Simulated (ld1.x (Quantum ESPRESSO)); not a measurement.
# Transferability test, PAW potential for holmium (Ho)

* Element: Ho
* Generator: ld1.x (Quantum ESPRESSO) 7.5
* Type: PAW
* Functional: PBE
* Relativity: fully relativistic
* Frozen core: [Kr] 4d10 4f10
* Valence charge: 11
* Reference configuration: 5s2 5p6 5d1 6s2 6p0
* Partial waves: 5s (bound): rcut 1.70, rcutus 2.10 bohr; 6s (bound): rcut 1.70, rcutus 2.10 bohr; 5p (bound): rcut 2.10, rcutus 2.40 bohr; 6p (bound, empty): rcut 2.10, rcutus 2.40 bohr; 5d (bound): rcut 1.75, rcutus 2.30 bohr; 5d channel at 0.25 Ry: rcut 1.75, rcutus 2.30 bohr
* Local potential: all-electron potential smoothed inside 1.40 bohr (lloc = -1)
* Core correction: Bessel-smoothed model core inside 0.95 bohr
* Augmentation charge: BESSEL, radius 1.40 bohr

Open shells are filled in proportion to 2j + 1 (rel_dist='average').

Energies are relative to the spin-unpolarised reference configuration 5s2 5p6 5d1 6s2 6p0; without spin polarisation the order of configurations can differ from experiment. Not all tests gave a result: test run stopped at test 7 of 7 (negative rho).

```
valence configuration  charge  ΔE all-electron (eV)  error AE − PS (meV)
  5s2 5p6 5d1 6s1 6p0      +1                 6.943                 -1.8
  5s2 5p6 5d1 6s0 6p0      +2                19.539                  -14
  5s2 5p6 5d0 6s0 6p0      +3                39.467                 -125
  5s2 5p6 5d1 6s1 6p1       0                 3.077                 +3.7
5s2 5p6 5d1 6s1.5 6p0    +0.5                 2.805                 -0.3
```

(1) What are ΔE and the potential's error for 5s2 5p6 5d0 6s2 6p1?

Levels in the configuration 5s2 5p6 5d1 6s1 6p0:

```csv
level,all-electron (eV),pseudo (eV)
5s j=1/2,-60.816,-60.840
5p j=1/2,-39.418,-39.441
5p j=3/2,-34.086,-34.109
5d j=3/2,-8.405,-8.419
5d j=5/2,-8.056,-8.069
6s j=1/2,-9.664,-9.669
```

The ghost test of this file was not conclusive.

## Answers

(1) ΔE = 1.441 eV all-electron; the error (AE − PS) is -10 meV.
